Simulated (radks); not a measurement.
Values are calculated unless marked as measured or tabulated.
Radial electron density D(r) = 4 pi r^2 rho(r) of an atom or ion with 59 electrons. Level of theory: Dirac Kohn-Sham, LDA (Slater exchange, Perdew-Wang correlation), spin-unpolarised, spherical densities, finite nucleus; Fermi nuclear charge, rms radius of each element as measured or else 0.836 A^(1/3) + 0.57 fm (a radial shooting solver on a logarithmic mesh with Libxc functionals).

r (bohr),D(r) (e/bohr)
0.001998,11.11
0.002326,13.99
0.002708,17.50
0.003153,21.72
0.00367,26.72
0.004273,32.52
0.004974,39.11
0.005791,46.36
0.006688,53.67
0.007785,61.52
0.009063,69.03
0.01055,75.62
0.01228,80.66
0.0143,83.58
0.01665,84.07
0.01938,82.29
0.02256,79.01
0.02606,75.82
0.03033,74.11
0.03531,75.81
0.04111,81.73
0.04786,91.04
0.05572,101.0
0.06486,107.7
0.07551,107.7
0.0879,100.7
0.1015,90.79
0.1182,82.70
0.1376,82.05
0.1602,88.43
0.1865,94.89
0.2171,92.53
0.2527,78.01
0.2942,57.46
0.3425,41.93
0.3955,37.85
0.4605,41.63
0.5361,44.71
0.6241,40.86
0.7265,31.32
0.8458,21.48
0.9846,15.06
1.146,11.92
1.334,9.981
1.541,7.867
1.794,5.276
2.089,2.977
2.431,1.456
2.831,0.6876
3.295,0.3657
3.836,0.2171
4.466,0.1197
5.199,0.05261
6.004,0.01813
6.99,0.004127
8.138,0.0006194

What is the nuclear charge?

Answer. Z = 62. The innermost maximum, from 1s, lies near gamma/Z bohr with gamma = sqrt(1 - (Z/c)^2) = 0.892, here 0.0144 bohr (found: 0.0159), and its height grows with Z. The density is that of the samarium ion Sm3+ in [Xe] 4f4 5d0.5 6p0.5; the configuration itself is not fixed sharply by these data, and Z only to a few units. D(r) has 4 maxima, at r = 0.0159, 0.0703, 0.196, 0.536 bohr, and minima at 0.0306, 0.129, 0.389 bohr, inside which lie 2.01, 11.19, 29.17 electrons.
